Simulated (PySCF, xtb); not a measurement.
C4, SMILES [C-]12[C][C+]1[C]2 (connectivity only; charge and spin as stated), neutral, multiplicity 1.

GFN2-xTB in xtb 6.7.1 at its own geometry gives an orbital gap of 0.91 eV and a dipole moment of 0.00 D.

Geometry: B3LYP-D3(BJ)/def2-TZVP.

Q: What does PBE/def2-TZVPD run with PySCF give? (Estimate from the structure and the level; the computed values follow.)

A: gap 1.13 eV (levels -7.20 and -6.06 eV), dipole 0.00 D.
